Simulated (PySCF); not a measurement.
An unknown gives this computed stick spectrum. Method: TDDFT CAM-B3LYP/def2-SVPD, vertical, gas phase, core orbitals frozen in the response in PySCF. Geometries: PBE0-D3(BJ)/def2-SVP, one conformer each. Relativistic effects are left out although some hold elements past zinc.

```
state  E (eV)  λ (nm)       f
   S1    7.18   172.7  0.0022
   S2    7.47   166.1   0.032
   S3    7.64   162.3  0.0008
   S4    7.82   158.5  0.0059
   S5    7.98   155.4   0.025
   S6    8.32   148.9   0.029
   S7    8.34   148.6  0.0042
   S8    8.46   146.5   0.044
   S9    8.58   144.5  0.0096
  S10    8.63   143.7   0.043
```

Triplets computed (Tamm–Dancoff): 6.84, 7.31, 7.44, 7.59 eV.

Question: Which structure fits?
A. `COC(=O)C1C=CC=C1`
B. `CC(C)(C)[SiH]1OCCO1`
C. `[SiH3][Se][SiH2]c1ccco1`

Answer: B. Its S1, at 7.18 eV, is the highest among the candidates; the nearest of the others has S1 at 5.51 eV. S1 is HOMO→LUMO+1 (46%), HOMO→LUMO+2 (36%). Löwdin shares by element: HOMO carbon 24% or more, silicon 17%, oxygen 13% or more, hydrogen 8% or more (atoms not listed hold the other 38%); LUMO carbon 24% or more, silicon 12% (atoms not listed hold the other 64%). At the same level the other candidates give, for their lowest levels:
- `[SiH3][Se][SiH2]c1ccco1`: 5.51 eV (f 0.003); 5.56 eV (f 0.020); 5.87 eV (f 0.413); 6.15 eV (f 0.001); 6.19 eV (f 0.002); T1 3.84 eV; HOMO -8.14, LUMO 0.51 eV
- `COC(=O)C1C=CC=C1`: 4.99 eV (f 0.057); 5.82 eV (f 0.011); 6.21 eV (f 0.004); 6.63 eV (f 0.005); 6.75 eV (f 0.048); HOMO -7.86, LUMO 0.21 eV

Without π bonds the low states are Rydberg-like; a valence basis with one diffuse set may place them up to an eV too high.
